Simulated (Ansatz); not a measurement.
[Ni(H2O)4]2+ (NiO₄H₈²⁺). Total charge 2; triplet. Geometry PBE-D4/def2-SVP, basis def2-TZVP, Ansatz.

```
atom    x (Å)    y (Å)    z (Å)
 Ni1  -0.2903  -0.0263  -0.0368
  O2  -0.1255   0.6027   1.8108
  H3   0.1025   0.0407   2.5849
  H4   0.0026   1.5373   2.0880
  O5  -0.6714  -1.9580   0.1574
  H6  -0.0250  -2.6679  -0.0509
  H7  -1.4417  -2.3875   0.5910
  O8   1.4227  -0.3884  -1.0076
  H9   2.3178  -0.1469  -0.6834
 H10   1.4953  -0.5012  -1.9813
 O11  -0.8309   1.6201  -1.0004
 H12  -0.2585   2.1981  -1.5501
 H13  -1.6977   2.0773  -0.9217
```

| run | HOMO (eV) | LUMO (eV) |
| --- | --- | --- |
| A | -16.28 | -15.26 |
| B | -17.01 | -14.44 |
| C | -24.32 | -6.68 |
| D | -19.38 | -12.05 |
| E | -16.18 | -15.78 |
| F | -18.99 | -12.84 |

The order of the spin states hangs on the level: the singlet lies 0.39 eV below the triplet at LDA (SPW92)/def2-TZVP, but 0.20 eV above it at PBE-D4/def2-TZVP.

HOMO and LUMO are taken over both spins.

Question: The runs used HF, LDA (SPW92), PBE, PBE0, r2SCAN, r2SCAN0. Estimate which is which.

Answer: A PBE (0 % exact exchange); B r2SCAN (0 % exact exchange); C HF (100 % exact exchange); D r2SCAN0 (25 % exact exchange); E LDA (SPW92) (0 % exact exchange); F PBE0 (25 % exact exchange). Exact exchange lowers occupied and raises empty levels; among semilocal functionals meta-GGAs tend to open the gap a little, and such runs are hard to tell apart. The gap grows from 0.40 eV (LDA (SPW92)) to 17.64 eV (HF).
